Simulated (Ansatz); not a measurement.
Cu(AsH3)(N(SiH3)2) (CuSi₂AsNH₉), relaxed as a singlet with RKS r2SCAN-D4/def2-SVP in Ansatz, starting from the GFN2-xTB geometry. Force threshold 0.02 eV/Å.

Start:

```xyz
14

Cu    0.8681   -0.1414   -0.4331
As    2.8991   -0.4153   -1.4553
H     3.0829   -0.4456   -2.9290
H     3.7816   -1.5949   -1.2580
H     4.0257    0.5361   -1.2687
N    -0.7848    0.1070    0.3945
Si   -0.9012    0.7805    1.9753
Si   -2.2479   -0.3384   -0.3971
H    -1.6946    2.0185    1.9969
H     0.4768    1.0901    2.4083
H    -1.5007   -0.1563    2.9380
H    -2.9899   -1.3720    0.3405
H    -1.8683   -0.8772   -1.7190
H    -3.1469    0.8089   -0.5934
```

```
step   energy (eV)  largest force component (eV/Å)  SCF passes
   1  -122852.5720                           0.838          20
   2  -122852.7464                           0.371          21
   3  -122852.7676                           0.085          23
   4  -122852.7736                           0.108          22
   5  -122852.7767                           0.311          21
   6  -122852.7787                           0.051          23
   7  -122852.7789                           0.019          15
```

Force components are those of the run's own axes.

End:

Cartesian coordinates in Å:
```
Cu 0.812 -0.125 -0.401
As 2.795 -0.397 -1.395
H 2.874 -0.419 -2.904
H 3.626 -1.636 -1.148
H 3.895 0.612 -1.161
N -0.815 0.112 0.409
Si -0.788 0.796 1.991
Si -2.198 -0.378 -0.496
H -1.548 2.089 2.098
H 0.630 1.092 2.391
H -1.355 -0.110 3.048
H -2.998 -1.465 0.168
H -1.766 -0.915 -1.831
H -3.163 0.742 -0.770
```

By distances, no bond broke or formed. The bond that changes most is Cu1–Si7, from 3.13 to 3.02 Å (atoms count from 1).

No frequencies were taken in this run, so the end may be a saddle point.

Hardware: 4 threads of Arm Neoverse V1 on a shared host. Wall time 26 s.
